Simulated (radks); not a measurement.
Question: Species: the scandium ion Sc+. Configuration: [Ar] 3d1 4s1. Method: Dirac Kohn-Sham, BLYP, spin-unpolarised, spherical densities, point nucleus; open shells are shared between the two j in proportion to 2j + 1; computed with a radial shooting solver on a logarithmic mesh with Libxc functionals. Some entries of the table are withheld. Estimate them.

orbital  occ.  eigenvalue (eV)  r(max) (bohr)  <1/r> (bohr^-1)
1s1/2       2        -4405.590        0.04780            20.77
2s1/2       2        -481.1995         0.2836            4.305
2p1/2       2        -398.4484         0.2307            4.236
2p3/2       4        -393.7994         0.2328            4.187
3s1/2       2         -61.7839            (1)            1.308
3p1/2       2         -40.7753         0.9622              (2)
3p3/2       4         -40.2611         0.9685              (3)
3d3/2     0.4          -9.9241            (4)              (5)
3d5/2     0.6          -9.8912            (6)              (7)
4s1/2       1          -9.7512          2.893              (8)

Answer: 
(1) 3s1/2 r(max) (bohr): 0.9255
(2) 3p1/2 <1/r> (bohr^-1): 1.182
(3) 3p3/2 <1/r> (bohr^-1): 1.172
(4) 3d3/2 r(max) (bohr): 1.086
(5) 3d3/2 <1/r> (bohr^-1): 0.7989
(6) 3d5/2 r(max) (bohr): 1.089
(7) 3d5/2 <1/r> (bohr^-1): 0.7967
(8) 4s1/2 <1/r> (bohr^-1): 0.3896
